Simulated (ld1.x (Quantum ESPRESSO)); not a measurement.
# potassium (K): TM pseudisation with PW91, scalar-relativistic reference atom.

| Item | Value |
| --- | --- |
| Element | K (Z = 19) |
| Generator | ld1.x (Quantum ESPRESSO) 7.5 |
| Type | norm-conserving Troullier–Martins (Kleinman–Bylander form) |
| Functional | PW91 |
| Relativity | scalar-relativistic |
| Frozen core | [Ar] |
| Valence charge | 1 |
| Reference configuration | 4s1 4p0 |
| Partial waves | 4p (bound, empty): rc 3.05 bohr; 3d channel at 0.1 Ry: rc 3.90 bohr; 4s (bound): rc 4.20 bohr |
| Local potential | the s channel |
| Core correction | none |

Results:

```
Cutoffs needed           : 6 Ry and 6 Ry (the cutoffs (Ry, on a coarse ladder) from which the occupation-weighted sum of valence levels, in a spherical-Bessel basis at the reference potential, stays within 10 and 1 mRy of its value at 400 Ry) The cutoffs count occupied waves only; the empty 4p level needs 10 Ry at the loose tolerance.
Ghost test               : ghost state, extra bound levels that the all-electron valence spectrum of the same l lacks: p at -44.4 eV; a true bound ghost makes a file unfit for plane-wave use (spherical-Bessel basis up to 400 Ry, 20 bohr box)
Largest excitation error : +72 meV (all-electron minus pseudo) for 4s0 4p1, out of 2 test configurations
```

Generation and tests took about 1.2 s on one core of a shared server CPU.
